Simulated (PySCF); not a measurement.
## Telling isomers of C6H12N2Si apart by NMR

PySCF calculation with geometry from GFN2-xTB and shielding tensors at PBE0/pcSseg-1 (GIAO); in vacuum, one computed conformer, non-relativistic Hamiltonian, equivalent nuclei averaged.

Shifts are taken against calculated references (same method and geometry level): ¹H and ¹³C against TMS. Where no couplings were computed, multiplicities follow the n + 1 count of equivalent neighbours, and m marks all less simple cases (inequivalent or close neighbours, rings, F or P nearby). Shifts are as computed. Against solution values, carbons near 30 ppm lie about +3 ppm off and those near 130 ppm about +5 ppm. Of 1211 compounds with measured shifts, 218 miss one by over three times the rms of a fit or turn the order of signals round; such compounds aren't used in these exercises. OH and NH positions are gas-phase values without hydrogen bonding to other molecules.

(1) Tabulate the signals of `C[Si](C)(C)c1cn[nH]c1`, `Cc1ccnn1[SiH](C)C` and their relative energies.

(2) What is the quickest way to tell C[Si](C)(C)c1cn[nH]c1 from Cc1ccnn1[SiH](C)C?

## Answers

(1) 
| SMILES | carbon types | δC | δH | E rel. (kcal/mol) |
| --- | --- | --- | --- | --- |
| C[Si](C)(C)c1cn[nH]c1 | 1×C 2×CH 3×CH3 | 147.3, 134.8, 118.6, 0.2 | 9.60 (br s, 1H), 7.70 (m, 1H), 7.34 (m, 1H), 0.22 (s, 9H) | 3.1 |
| Cc1ccnn1[SiH](C)C | 1×C 2×CH 3×CH3 | 148.9, 146.3, 112.8, 13.7, -1.3 | 7.63 (m, 1H), 6.26 (m, 1H), 5.44 (sept, 1H), 2.51 (s, 3H), 0.50 (d, 6H) | 0.0 |

Energies are electronic energies at PBE0/pcSseg-1 on these geometries, without zero-point or thermal terms, each for the one conformer computed, which needn't be the lowest.

(2) Count the carbon signals: 4 against 5. The first has a substituted aromatic carbon (C) at 118.6 ppm, the second a substituted aromatic carbon next to a ring nitrogen (C) at 148.9 ppm. Their most deshielded carbons lie at 147.3 and 148.9 ppm.
